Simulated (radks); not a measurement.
Initial-state core-level shifts of the aluminium ion Al2+ when its valence configuration changes from [Ne] 3s1. Method: scalar-relativistic Kohn-Sham, PBEsol, spin-polarised, spherical densities, finite nucleus; open shells are filled with parallel spins first; Fermi nuclear charge, rms radius 3.061 fm; computed with a radial shooting solver on a logarithmic mesh with Libxc functionals. Shifts are changes of the shell-averaged eigenvalues in eV (positive: less bound); the change of the density at the nucleus, which sets a Mossbauer isomer shift, is in e/bohr^3, on a base of 1498.

| valence | 1s | 2s | 2p | density at nucleus |
|---|---|---|---|---|
| 3p1 | -1.530 | -1.523 | -1.501 | -4.3226 |
| 3s0.5 3p0.5 | -0.762 | -0.760 | -0.749 | -2.1722 |
